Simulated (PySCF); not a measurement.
# Radial density of B- (boron, charge -1)

r2SCAN0, [He] 2s2 2p2, high-spin 3P determinant. All numbers are calculated (PySCF 2.14, the spin-free X2C one-electron Hamiltonian (Gaussian nucleus), in aug-cc-pVTZ-DK (5s4p3d2f, 46 functions)).

| r (bohr) | 4πr²ρ (e/bohr) | 4πr²(ρα − ρβ) |
| --- | --- | --- |
| 0.00612 | 0.03226 | 0.0000 |
| 0.0103 | 0.08755 | 0.0000 |
| 0.0173 | 0.2287 | -0.0001 |
| 0.0291 | 0.5736 | -0.0002 |
| 0.0490 | 1.328 | -0.0004 |
| 0.0824 | 2.703 | -0.0004 |
| 0.139 | 4.413 | 0.0017 |
| 0.233 | 5.037 | 0.0140 |
| 0.392 | 3.234 | 0.0616 |
| 0.660 | 1.130 | 0.2096 |
| 1.11 | 1.244 | 0.4681 |
| 1.87 | 1.477 | 0.5733 |
| 3.14 | 0.6910 | 0.3626 |
| 5.28 | 0.1643 | 0.1337 |
| 8.88 | 0.02900 | 0.0285 |
| 14.9 | 0.0004711 | 0.0005 |

Densities and radii are taken from the X2C orbitals without a picture-change correction, which distorts them close to the nucleus.

At r2SCAN0 the highest occupied level has a positive energy, so only the finite basis holds that electron; in a semilocal or global hybrid functional this comes from self-interaction and does not mean that the real anion is unbound.
